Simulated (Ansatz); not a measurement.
Basis-set extrapolation for `CO[Si](Cl)(Cl)Cl` (PBE0-D4/def2-TZVP geometry, frozen core, the Gaussian-basis code of Ansatz). Multiplicity 1, RHF reference.

```json
{"": "HF", "def2-TZVPP": "-1782.218681", "def2-QZVPP": "-1782.271697"}
{"": "MP2 correlation", "def2-TZVPP": "-1.084900", "def2-QZVPP": "-1.184888"}
{"": "CCSD(T) correlation", "def2-TZVPP": "-1.191886", "def2-QZVPP": "not run"}
```

Energies in hartree. Use E(X) = E(∞) + A·exp(−7.88·√X) for Hartree–Fock and E(X) = E(∞) + B·X^(−2.97) for correlation, with X = 3 and 4, and add CCSD(T) minus MP2 of the smaller set to the MP2 limit.

**Question.** What is the CCSD(T) energy at the basis-set limit?

**Answer.** HF limit: -1782.271697 + (-0.053016) × 0.13774 = -1782.27900. MP2 limit: -1.184888 + (-0.099988) × 0.74074 = -1.25895. Higher-order term: -1.191886 − (-1.084900) = -0.10699. Total: -1783.64494 hartree, 615.3 kJ/mol below CCSD(T)/def2-TZVPP.
